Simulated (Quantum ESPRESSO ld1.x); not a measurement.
Hf IV, configuration [Kr] 4d10 4f14 5s1.5 5p6 5d1 6d0.5 (fractional occupations, a model configuration). Calculated with ld1.x of Quantum ESPRESSO 7.5: Dirac Kohn-Sham, exchange-only PBE, spin-unpolarised, spherical densities, point nucleus; open shells are shared between the two j in proportion to 2j + 1.

Spin-orbit splittings of the eigenvalues, e(l+1/2) - e(l-1/2), with zeta = 2 splitting/(2l+1) and mean radii in bohr:

| shell | occ. | splitting (eV) | zeta (eV) | <r> j=l-1/2 | <r> j=l+1/2 |
|---|---|---|---|---|---|
| 2p | 6 | 1192 | 794.7 | 0.06612 | 0.07385 |
| 3p | 6 | 255.5 | 170.3 | 0.1981 | 0.2125 |
| 3d | 10 | 55.72 | 22.29 | 0.1863 | 0.1908 |
| 4p | 6 | 58.45 | 38.97 | 0.4747 | 0.5076 |
| 4d | 10 | ? | ? | 0.5286 | 0.5401 |
| 4f | 14 | 1.757 | 0.5021 | 0.6632 | 0.6747 |
| 5p | 6 | 8.158 | 5.439 | 1.243 | 1.341 |
| 5d | 1 | 0.7492 | 0.2997 | 1.865 | 1.910 |
| 6d | 0.5 | 0.1643 | 0.06571 | 4.617 | 4.681 |

Estimate the 4d splitting.

Answer. 10.70 eV (zeta = 4.281 eV).
